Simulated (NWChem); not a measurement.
Species: BBrCl2; SMILES ClB(Cl)Br

Computed with NWChem. Geometry: optimised at PBE-D3(BJ)/def2-SVP. B3LYP is NWChem's, with the RPA form of VWN correlation. Ions are spin-unrestricted doublets at the neutral geometry; other ion states weren't tried.

```json
[
 {"level": "B3LYP/aug-cc-pVDZ", "vertical ionisation energy, ΔSCF (eV)": "10.83", "−ε(HOMO) (eV)": "8.45", "ΔSCF minus −ε(HOMO) (eV)": "2.38"},
 {"level": "PBE/aug-cc-pVDZ", "vertical ionisation energy, ΔSCF (eV)": "10.45", "−ε(HOMO) (eV)": "7.39", "ΔSCF minus −ε(HOMO) (eV)": "3.06"},
 {"level": "BHandHLYP/aug-cc-pVDZ", "vertical ionisation energy, ΔSCF (eV)": "___", "−ε(HOMO) (eV)": "___", "ΔSCF minus −ε(HOMO) (eV)": "___"},
 {"level": "r2SCAN/aug-cc-pVDZ", "vertical ionisation energy, ΔSCF (eV)": "10.73", "−ε(HOMO) (eV)": "7.73", "ΔSCF minus −ε(HOMO) (eV)": "3.00"},
 {"level": "M06-2X/aug-cc-pVDZ", "vertical ionisation energy, ΔSCF (eV)": "11.26", "−ε(HOMO) (eV)": "9.96", "ΔSCF minus −ε(HOMO) (eV)": "1.30"}
]
```

Task: What belongs in the gaps?

Result: 
- BHandHLYP/aug-cc-pVDZ, vertical ionisation energy, ΔSCF (eV): 11.15
- BHandHLYP/aug-cc-pVDZ, −ε(HOMO) (eV): 9.90
- BHandHLYP/aug-cc-pVDZ, ΔSCF minus −ε(HOMO) (eV): 1.25
